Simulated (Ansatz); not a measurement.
System: FeH, net charge 0, sextet state. The spin state was set by rule; other spins were not relaxed. 
Structure (B3LYP-D3(BJ)/def2-TZVP (Ansatz, a quantum-chemistry and plane-wave program) minimum search):
```
Fe
H 1 1.6930
```
Charge 0, spin multiplicity 6.

Basis-set convergence of Hartree-Fock and CCSD correlation energies (hartree) with Ansatz. Cores are frozen in the correlated levels unless marked. Open shells are spin-unrestricted. Spin-orbit coupling is left out. The frozen core is the preceding noble-gas configuration, with the filled d and f shells of earlier blocks. Non-relativistic.

| basis | functions | E(HF) | E(corr, CCSD) |
|---|---|---|---|
| def2-SVP | 36 | -1262.80889 | -0.12526 |
| def2-TZVPP | 78 | -1262.98553 | -0.19634 |
| def2-QZVPP | 130 | -1263.01235 | -0.20804 |

Extrapolating the two largest sets (X = 3 and 4) as X^-3: E(corr) = (64·(-0.20804) - 27·(-0.19634))/37 = -0.2166 Eh, an estimate of the basis-set limit. The largest set recovers 96.1 % of it, the smallest 57.8 %.
